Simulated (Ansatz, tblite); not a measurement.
Cost and result up the ladder for `CC[SiH](C)C[SiH](C)C[SiH](C)C[SiH](C)C` (44 atoms). The state is a singlet with charge 0. Geometry: PBE-D4/def2-SVP.

Ansatz on 2 threads of AMD EPYC 7R13 on a shared host and a share (18 GiB) of an NVIDIA H100 80GB HBM3; xTB runs through tblite on one thread. Times are rough, summed over both states, and most runs start from the orbitals of an earlier one. PBE0-D4/def2-TZVP serves as the yardstick here, not as an exact answer. The other state is a triplet.

The xTB rows come from tblite. Single mean-field runs in def2-TZVP are fitted with def2-universal-jkfit.

xTB has no spin-polarisation term.

```tsv
level	functions	wall time	vertical triplet (eV)	difference from PBE0-D4/def2-TZVP (eV)
GFN2-xTB	106	0.18 s	5.71	-1.43
GFN1-xTB	136	0.2 s	6.25	-0.89
PBE-D4/def2-TZVP (with forces)	638	11 s	6.41	-0.73
PBE0-D4/def2-TZVP (with forces)	638	18 s	7.14	0.00
```
